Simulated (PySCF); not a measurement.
C4H2Br2. Atoms are numbered in the order given.

```xyz
8

C      2.7960    -0.1592     0.0000
C      1.5897    -0.2877     0.0000
C      0.1871    -0.4629     0.0000
Br    -0.4183    -2.2619     0.0000
C     -0.7370     0.5134     0.0000
Br    -0.2981     2.3225     0.0000
H      3.8637    -0.0373     0.0000
H     -1.8062     0.2975     0.0000
```

Geometry: PBE0-D3(BJ)/def2-SVP. The structure was generated by enumeration; whether it is a known compound was not checked.

These are TDA-PBE/def2-SVPD in PySCF values and carry that method's errors.

Vertical excitations. Gas-phase values at a fixed geometry. State labels are in the subgroup Cs.

```csv
state,symmetry,energy (eV),λ (nm),f,main pairs
S1,A",4.06,305,0.000,HOMO→LUMO+1 99 %
S2,A",4.52,274,0.000,HOMO−1→LUMO 100 %
S3,A',4.61,269,0.211,"HOMO→LUMO 74 %, HOMO−3→LUMO 13 %"
S4,A",4.86,255,0.000,HOMO−2→LUMO 100 %
S5,A',5.03,246,0.001,"HOMO−1→LUMO+1 57 %, HOMO−3→LUMO 39 %"
S6,A",5.11,242,0.000,HOMO→LUMO+2 89 %
S7,A",5.22,237,0.000,HOMO−4→LUMO 89 %
S8,A',5.39,230,0.045,HOMO−2→LUMO+1 88 %
S9,A",5.48,226,0.000,HOMO−3→LUMO+1 96 %
S10,A',5.51,225,0.121,"HOMO−1→LUMO+1 31 %, HOMO−3→LUMO 25 %, HOMO−1→LUMO+2 11 %, HOMO−5→LUMO 8 %"
T1,A',2.93,424,0,HOMO→LUMO 97 %
T2,A",3.73,332,0,HOMO→LUMO+1 99 %
T3,A",4.34,286,0,HOMO−1→LUMO 94 %
T4,A',4.51,275,0,"HOMO−3→LUMO 56 %, HOMO−1→LUMO+1 34 %"
```
Triplets are in the Tamm–Dancoff approximation.
